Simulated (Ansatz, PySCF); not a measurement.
Energy difference R1 → P1 + P2, each structure at its B3LYP-D3(BJ)/def2-TZVP stationary point, reached from a drawn start (curvature not checked).
R1, Cl3In (SMILES [Cl][In]([Cl])[Cl]) (charge 0, multiplicity 1):
```xyz
4

In     0.00007     0.00000     0.00000
Cl     2.31464     0.00000     0.00000
Cl    -1.15736     2.00441     0.00000
Cl    -1.15736    -2.00441     0.00000
```
P1: ClIn (SMILES [Cl][In]), charge 0, multiplicity 1.
P2: Cl2 (SMILES ClCl), charge 0, multiplicity 1.

P less R. No zero-point or thermal terms; no spin–orbit coupling.

The values were computed with Ansatz (Gaussian orbitals); PySCF for the D3/D4 terms. No computed number here is a measurement. Elements past Kr take the def2 small-core potentials, without spin–orbit coupling.

One of these levels gives 69.87 kcal/mol for the reaction energy. Which?
A) revPBE-D4/def2-TZVPP
B) HF/def2-SVP
C) CAM-B3LYP-D3(BJ)/def2-TZVPP

C, CAM-B3LYP-D3(BJ)/def2-TZVPP. The others give 82.03 (HF/def2-SVP), 62.07 (revPBE-D4/def2-TZVPP)

Ansatz is a quantum-chemistry and plane-wave program.
